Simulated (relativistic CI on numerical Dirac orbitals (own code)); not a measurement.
## Electric-dipole lines of Cr15+

Calculated at this level of theory: Dirac-Coulomb-Breit CI, KLI orbitals optimised for each configuration, QED by a radiative potential, unscaled Slater integrals (own radial code, finite nucleus).

Configurations in the expansion (outside the closed core 1s2): 2s2.2p5, 2s.2p6, 2p6.3s, 2s2.2p4.3s, 2p6.3p, 2s2.2p4.3p, 2p6.3d, 2s2.2p4.3d, 2s.2p5.3s, 2s.2p5.3p, 2s.2p5.3d, 2s2.2p4.4s, 2s2.2p4.4p, 2s2.2p4.4d, 2s2.2p4.4f, 2s2.2p3.3s2. Levels of other configurations are missing.

```
λ vac (nm)                    Lower                      Upper   A (s⁻¹)        gf  Branching (%)
    1.3947      2s2.2p5 2P°_3/2 [1]    2s2.2p4.4d 2D_5/2 [178]  2.69e+12  4.71e-01           86.2
    1.3951      2s2.2p5 2P°_3/2 [1]    2s2.2p4.4d 2P_3/2 [177]  3.67e+12  4.29e-01           73.1
    1.4070      2s2.2p5 2P°_1/2 [2]    2s2.2p4.4d 2D_3/2 [179]  3.78e+12  4.49e-01           75.3
    1.4085      2s2.2p5 2P°_3/2 [1]    2s2.2p4.4d 2D_5/2 [161]  3.54e+12  6.32e-01           89.0
    1.4198      2s2.2p5 2P°_3/2 [1]    2s2.2p4.4d 2D_5/2 [138]  2.66e+12  4.82e-01           85.9
    1.7259      2s2.2p5 2P°_1/2 [2]     2s2.2p4.3d 2D_3/2 [60]  8.89e+12  1.59e+00           99.1
    1.7284        2s.2p6 2S_1/2 [3]    2s.2p5.3d 2P°_1/2 [106]  1.31e+13  1.18e+00           99.2
    1.7302        2s.2p6 2S_1/2 [3]    2s.2p5.3d 2P°_3/2 [105]  1.02e+13  1.83e+00           98.9
    1.7306      2s2.2p5 2P°_3/2 [1]     2s2.2p4.3d 2D_3/2 [57]  2.32e+12  4.17e-01           20.1
    1.7363      2s2.2p5 2P°_3/2 [1]     2s2.2p4.3d 2D_5/2 [56]  1.38e+13  3.73e+00           99.9
    1.7374      2s2.2p5 2P°_3/2 [1]     2s2.2p4.3d 2P_3/2 [55]  1.36e+13  2.46e+00           87.7
    1.7446      2s2.2p5 2P°_3/2 [1]     2s2.2p4.3d 2S_1/2 [52]  9.97e+12  9.10e-01           83.4
    1.7510      2s2.2p5 2P°_1/2 [2]     2s2.2p4.3d 2P_1/2 [58]  1.41e+13  1.30e+00           81.2
    1.7521      2s2.2p5 2P°_1/2 [2]     2s2.2p4.3d 2D_3/2 [57]  9.21e+12  1.70e+00           79.8
    1.7614      2s2.2p5 2P°_3/2 [1]     2s2.2p4.3d 2D_5/2 [49]  4.37e+12  1.22e+00           99.8
    1.7798      2s2.2p5 2P°_3/2 [1]     2s2.2p4.3d 4F_5/2 [41]  1.99e+12  5.67e-01           99.6
    1.7871        2s.2p6 2S_1/2 [3]    2s.2p5.3d 2P°_3/2 [102]  1.07e+13  2.05e+00           99.2
    1.7997        2s.2p6 2S_1/2 [3]    2s.2p5.3d 2P°_1/2 [101]  9.87e+12  9.58e-01           99.1
    5.3383    2s2.2p4.3s 4P_5/2 [4]   2s2.2p4.4p 4D°_7/2 [116]  1.81e+11  6.18e-01           77.2
    5.6965  2s2.2p4.3p 4P°_5/2 [12]    2s2.2p4.4d 4D_7/2 [129]  2.63e+11  1.02e+00           59.5
    5.7245  2s2.2p4.3p 2F°_5/2 [25]    2s2.2p4.4d 2G_7/2 [172]  3.99e+11  1.57e+00           90.8
    5.7625  2s2.2p4.3p 2D°_5/2 [15]    2s2.2p4.4d 2F_7/2 [134]  4.10e+11  1.63e+00           93.9
    5.7671  2s2.2p4.3p 4D°_7/2 [14]    2s2.2p4.4d 4F_9/2 [132]  4.35e+11  2.17e+00           99.5
    5.7683  2s2.2p4.3p 2F°_7/2 [26]    2s2.2p4.4d 2G_9/2 [173]  4.39e+11  2.19e+00           99.5
    5.7693  2s2.2p4.3p 4D°_5/2 [21]    2s2.2p4.4d 4F_7/2 [154]  4.24e+11  1.69e+00           96.7
    6.5811   2s2.2p4.3d 2D_5/2 [59]   2s2.2p4.4f 2F°_7/2 [198]  1.03e+12  5.34e+00           97.1
    6.5861   2s2.2p4.3d 4D_7/2 [31]   2s2.2p4.4f 4F°_9/2 [144]  8.15e+11  5.30e+00           78.9
    6.5881   2s2.2p4.3d 4D_5/2 [32]   2s2.2p4.4f 4F°_7/2 [145]  6.04e+11  3.14e+00           58.4
    6.6516   2s2.2p4.3d 2D_3/2 [60]   2s2.2p4.4f 2F°_5/2 [197]  8.96e+11  3.57e+00           85.2
    6.6554   2s2.2p4.3d 4F_3/2 [43]   2s2.2p4.4f 4G°_5/2 [168]  7.07e+11  2.82e+00           70.3
    6.6568   2s2.2p4.3d 2G_7/2 [50]   2s2.2p4.4f 2H°_9/2 [182]  9.64e+11  6.41e+00           96.3
    6.6603   2s2.2p4.3d 2G_9/2 [51]  2s2.2p4.4f 2H°_11/2 [183]  1.00e+12  7.98e+00          100.0
    6.6756   2s2.2p4.3d 4F_7/2 [45]   2s2.2p4.4f 4G°_9/2 [165]  9.32e+11  6.23e+00           91.9
    6.6807   2s2.2p4.3d 4F_9/2 [37]  2s2.2p4.4f 4G°_11/2 [147]  9.97e+11  8.00e+00          100.0
    6.7322   2s2.2p4.3d 2F_7/2 [38]   2s2.2p4.4f 2G°_9/2 [148]  9.42e+11  6.40e+00           95.1
    6.7370   2s2.2p4.3d 2F_5/2 [47]   2s2.2p4.4f 4D°_7/2 [170]  5.29e+11  2.88e+00           51.7
    6.7777   2s2.2p4.3d 2F_7/2 [54]   2s2.2p4.4f 2G°_9/2 [190]  8.19e+11  5.64e+00           82.6
    6.8650   2s2.2p4.3d 4F_5/2 [41]   2s2.2p4.4f 2F°_7/2 [149]  5.19e+11  2.94e+00           52.3
    9.8045    2s2.2p4.3s 2D_5/2 [9]     2s.2p5.3s 2P°_3/2 [78]  1.38e+11  7.98e-01           18.1
    11.920    2s2.2p4.3s 4P_5/2 [4]     2s.2p5.3s 4P°_5/2 [61]  4.06e+10  5.19e-01           70.3
    34.269  2s2.2p4.3p 4D°_7/2 [14]     2s2.2p4.3d 4F_9/2 [37]  7.19e+09  1.27e+00          100.0
    40.669    2s2.2p4.3s 4P_5/2 [4]    2s2.2p4.3p 4D°_7/2 [14]  4.59e+09  9.10e-01           99.2
    42.887    2s2.2p4.3s 2D_5/2 [9]    2s2.2p4.3p 2F°_7/2 [26]  3.90e+09  8.61e-01           87.6
    44.504    2s2.2p4.3s 2P_3/2 [5]    2s2.2p4.3p 2D°_5/2 [15]  3.42e+09  6.09e-01           81.6
    45.890    2s2.2p4.3s 4P_5/2 [4]    2s2.2p4.3p 4P°_5/2 [12]  2.90e+09  5.50e-01           98.6
```

Terms are leading LS components. Brackets give the number of a level in order of energy, since labels repeat. The list gives strong lines, with weight on those to low levels, without lines whose two gauges differ by over a factor of 2.5, among the lowest 200 of 205 levels, so that lines to higher ones, which can be the strongest, are missing. Levels whose partners in the same complex of configurations lie outside the list can be far off, and so can their lines. Rates are taken at the computed energies, electric ones in the length gauge.

At this charge energies of transitions that change n are usually good to better than 1 %, and those within a shell (Δn = 0) to a few per cent.

LS names give the leading component of a level, which can be under half, so a name can repeat, a term be missing and a line seem to break the LS rules.
